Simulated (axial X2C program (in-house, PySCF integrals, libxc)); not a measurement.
## Working with the constants of SnTe

A bond curve at the PBE0 level, 2c, was computed with an axial X2C code built on PySCF integrals (basis Te dyall-cv3z [11s12p8d4f1g], Sn dyall-cv3z [11s12p9d4f1g] (cores contracted in-house)) for the state Ω = 0 (closed shell). Its fit gives Re = 2.5253 Å, ωe = 264.1 cm⁻¹, ωexe = 0.388 cm⁻¹ and αe = 8.621e-05 cm⁻¹; the masses are 129.9062 and 119.9022 u. Two-component means X2C with spin–orbit coupling and atomic mean-field Coulomb and Gaunt terms.

Problem. Find the reduced mass, Be and the force constant.

Solution. From the PBE0 values: μ = 62.3519 u. Be = 16.8576/(μ Re²) = 0.0424 cm⁻¹. k = 5.8918×10⁻⁷ μ ωe² = 2.56 mdyn/Å.

Problem. A Morse curve ties αe to the other constants (Pekeris). How well does that hold?

Solution. αe(Morse) = 6Be²/ωe × (√(ωexe/Be) − 1) = 8.270e-05 cm⁻¹; the PBE0 curve gives 8.621e-05 cm⁻¹, a ratio of 0.96.

Problem. Estimate the centrifugal constant by the Kratzer relation.

Solution. D = 4Be³/ωe² = 4.37e-09 cm⁻¹.

Problem. The dipole moment p changes by 4.14 D/Å at Re. What harmonic infrared intensity follows?

Solution. I = 42.256 × (dp/dR)²/μ = 12 km/mol.

Problem. Give B0, the J = 1←0 line in GHz and the most populated J at 300 K (kT = 208.5 cm⁻¹).

Solution. B0 = Be − αe/2 = 0.04235 cm⁻¹; 2B0 = 2.539 GHz; J(max) ≈ √(kT/2B0) − 1/2 = 49.1, so J = 49.

One determinant describes the state; a PBE0 search over occupations chose it and may have missed a lower one.
